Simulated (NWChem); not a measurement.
System meant: C$_{2}$H$_{7}$FOSi; SMILES C([SiH2]OC)F

Input file for NWChem:

```
start job
memory heap 200 mb stack 900 mb global 1100 mb
geometry units angstroms noautosym nocenter noautoz
  C      0.740917     2.331598     0.213693
  O     -0.123130     1.495207    -0.502308
  Si    -0.692613     0.015674     0.002007
  C      0.633822    -1.331830    -0.189743
  F      0.092348    -2.530987     0.237839
  H      0.455985     2.415637     1.279197
  H      1.788759     1.981960     0.168438
  H      0.705745     3.340473    -0.225603
  H     -1.854600    -0.320340    -0.862425
  H     -1.099569     0.073000     1.441397
  H      0.954963    -1.432902    -1.241955
  H      1.537868    -1.112088     0.406734
end
basis spherical
  C library def2-svp
  O library def2-svp
  Si library def2-svp
  F library def2-svp
  H library def2-svp
end
dft
  xc m06-2x
  iterations 150
end
property
  shielding
end
task dft property
```

End of the output:

```
 Vector   28  Occ=0.000000D+00  E= 1.197680D-01
              MO Center=  1.1D-01,  1.4D+00, -8.1D-04, r^2= 7.2D+00
   Bfn.  Coefficient  Atom+Function         Bfn.  Coefficient  Atom+Function
  ----- ------------  ---------------      ----- ------------  ---------------
     3      1.843049   1 C  s                41     -1.062315   3 Si pz
    86     -1.024803   8 H  s                96      0.914636  10 H  s
    76     -0.899156   6 H  s                49     -0.778293   4 C  s
    81     -0.580007   7 H  s                17     -0.398673   2 O  s
    91     -0.390775   9 H  s               101      0.370232  11 H  s

 center of mass
 --------------
 x =  -0.01179112 y =  -0.13563890 z =  -0.04419417

 moments of inertia (a.u.)
 ------------------
        1001.140362213361         -26.224682170051          -7.111856337428
         -26.224682170051         176.720223522615          36.359410203089
          -7.111856337428          36.359410203089        1089.777584999693

     Multipole analysis of the density
     ---------------------------------

     L   x y z        total         alpha         beta         nuclear
     -   - - -        -----         -----         ----         -------
     0   0 0 0      0.000000    -25.000000    -25.000000     50.000000

     1   1 0 0      0.571373     -0.552497     -0.552497      1.676366
     1   0 1 0      0.653980     -0.000459     -0.000459      0.654898
     1   0 0 1      0.142486      0.770755      0.770755     -1.399025

     2   2 0 0    -27.155381    -57.232867    -57.232867     87.310353
     2   1 1 0      0.862912    -10.301992    -10.301992     21.466895
     2   1 0 1     -0.108640     -1.984110     -1.984110      3.859579
     2   0 2 0    -30.865794   -270.982709   -270.982709    511.099624
     2   0 1 1      2.322552      5.698194      5.698194     -9.073835
     2   0 0 2    -28.667798    -30.872519    -30.872519     33.077241

          -----------------------------------------
          Chemical Shielding Tensors (GIAO, in ppm)
          -----------------------------------------

 ------------------------------------------------------------------------
  xm06: d2 not coded                    0
 ------------------------------------------------------------------------
 ------------------------------------------------------------------------
  current input line :
    31: task dft property
 ------------------------------------------------------------------------
 ------------------------------------------------------------------------
 This error has not yet been assigned to a category
 ------------------------------------------------------------------------
 For more information see the NWChem manual at https://nwchemgit.github.io

0: xm06: d2 not coded:Received an Error in Communication
```

Task: Find the fault in this run and fix the input.

Result: The program stopped with an error. Cause: this functional's second derivatives, which shieldings need, aren't coded here; the fix takes a hybrid GGA instead. This input runs:
```
start job
memory heap 200 mb stack 900 mb global 1100 mb
geometry units angstroms noautosym nocenter noautoz
  C      0.740917     2.331598     0.213693
  O     -0.123130     1.495207    -0.502308
  Si    -0.692613     0.015674     0.002007
  C      0.633822    -1.331830    -0.189743
  F      0.092348    -2.530987     0.237839
  H      0.455985     2.415637     1.279197
  H      1.788759     1.981960     0.168438
  H      0.705745     3.340473    -0.225603
  H     -1.854600    -0.320340    -0.862425
  H     -1.099569     0.073000     1.441397
  H      0.954963    -1.432902    -1.241955
  H      1.537868    -1.112088     0.406734
end
basis spherical
  C library def2-svp
  O library def2-svp
  Si library def2-svp
  F library def2-svp
  H library def2-svp
end
dft
  xc pbe0
  iterations 150
end
property
  shielding
end
task dft property
```
It converges to -544.30677 Ha (PBE0/def2-SVP, GIAO).
